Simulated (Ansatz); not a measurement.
Reaction (redistribution): `FBB(F)F` + `BCC1CO1` → `FB(F)C1CO1` + `BCBF`

Computed with Ansatz on PBE0-D4/def2-TZVP structures; ΔE is electronic, products minus reactants. CCSD(T)/CBS adds triple-zeta CCSD(T) − MP2 to the extrapolated MP2 energy (def2 sets, frozen cores). Each species was taken in one conformer, which may not be the lowest.

```json
{"species": "`FBB(F)F`", "CCSD(T)/CBS(def2) energy (Eh)": "-349.71808"}
{"species": "`BCC1CO1`", "CCSD(T)/CBS(def2) energy (Eh)": "-218.26599"}
{"species": "`FB(F)C1CO1`", "CCSD(T)/CBS(def2) energy (Eh)": "-377.53968"}
{"species": "`BCBF`", "CCSD(T)/CBS(def2) energy (Eh)": "-190.47993"}
```

Q: Work out ΔE.

A: ΔE = (-377.53968) + (-190.47993) − (-349.71808) − (-218.26599) = -0.03554 Eh = -93.3 kJ/mol.

Largest T1 diagnostic among the species: 0.014.

In def2-TZVPP, CCSD(T) changes the Hartree–Fock value by −4.9 kJ/mol (the triples alone add −1.1 kJ/mol) and MP2 by −9.3 kJ/mol.
